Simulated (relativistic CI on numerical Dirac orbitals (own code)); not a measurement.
## O+: what numerical and physical settings do to a radial Dirac CI calculation

Reference input:

```
atom O  Z=8  charge=1  electrons=7
nucleus A=16  rms_radius_fm=2.6991
hamiltonian dirac-coulomb  breit=on  qed=on  c_scale=1
orbitals kli  potential=per-configuration
slater_scale 1
correlation none
mixing on
grid step=0.0125 r_max=34.5
scf mixing=0.4 start=green max_iterations=150 tolerance=2e-08 node_fill=0.05
configurations
  [He] 2s2 2p3
  [He] 2s 2p4
  [He] 2p5
end
```

Computed lowest total energy -74.41215 Ha, first excitation 30005.0 cm⁻¹, 29 SCF steps. Runs with settings changed; * marks those that are bad on purpose (the QED terms keep the true α when c is scaled):

```
                                                          Changed    Outcome   Lowest level   ΔE (Ha)  First excitation (cm⁻¹)  SCF steps  Message
                                                    QED terms off  converged  2s²2p³ ⁴S°3/2   -0.0048                  30005.0         29         
            QED terms off, speed of light × 2, iteration limit 30  converged  2s²2p³ ⁴S°3/2    0.0318                  30020.8         29         
iteration limit 20, nuclear radius 3.5088 fm, SCF tolerance 1e-06  converged  2s²2p³ ⁴S°3/2  7.67e-06                  30005.1         25         
                                   node fill of the KLI weights 0  converged  2s²2p³ ⁴S°3/2  -0.00018                  30061.2         30         
                                                 SCF mixing 1.3 *  converged  2s²2p³ ⁴S°3/2  1.46e-09                  30005.0         28         
                                       nuclear radius 2699.1 fm *  converged  2s²2p³ ⁴S°3/2      6.71                  30687.9         30
```

With so few configurations and no correlation, terms lie too far apart (by 10 to 50 % near neutrality), their order can be wrong, and levels of other configurations are missing.
